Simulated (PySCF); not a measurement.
# Removal energies of Tl³⁺ from EOM-IP-GCCSD

Reference: closed-shell Tl³⁺, [Xe] 4f14 5d10; one electron is removed. Calculated with PySCF 2.14, two-component X2C-1e with screened spin-orbit coupling, x2c-TZVPPall-2c with one added diffuse shell each of s, p, d, f type (12s12p10d4f, 126 functions); frozen [Kr] 4d10 4f14; the 32 highest virtual spinors dropped; of the others 110 kept and the rest restored at second order. No Breit or QED terms. Binding energies in eV.

| level | Koopmans | second order | EOM-CCSD |
| --- | --- | --- | --- |
| 5d3/2 | 53.238 | 51.871 | 52.553 |
| 5d5/2 | 50.669 | 49.472 | 50.101 |

For comparison, the ionisation energy of Tl³⁺ is 51.14 ± 0.04 eV (measured; NIST Atomic Spectra Database, ionization energies).

Only part of the computed levels is shown.

Gaps of this size point to the basis (12s12p10d4f), which has few functions of high l to correlate and polarise the inner shells.
